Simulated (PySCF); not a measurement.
**Radial density of Os⁴⁶⁺ (osmium, charge +46)**

M06, [Ar] 3d10 4s2, closed-shell 1S. All numbers are calculated (PySCF 2.14, the spin-free X2C one-electron Hamiltonian (Gaussian nucleus), in an uncontracted even-tempered set (18 s from 5.6 bohr⁻², ratio 2.5; 13 p from 7.3 bohr⁻², ratio 2.5; 8 d from 13 bohr⁻², ratio 2.5; 4 f from 33 bohr⁻², ratio 2.7; 4 g from 50 bohr⁻², ratio 2.7)).

```csv
r (bohr),4πr²ρ (e/bohr)
0.0144,102.9
0.0242,90.28
0.0407,123.5
0.0684,127.2
0.115,103.3
0.194,99.18
0.326,19.63
0.548,2.544
0.921,0.01392
```

Densities and radii are taken from the X2C orbitals without a picture-change correction, which distorts them close to the nucleus.

Spin-orbit coupling, which splits the p, d and f shells strongly at this Z, is absent.
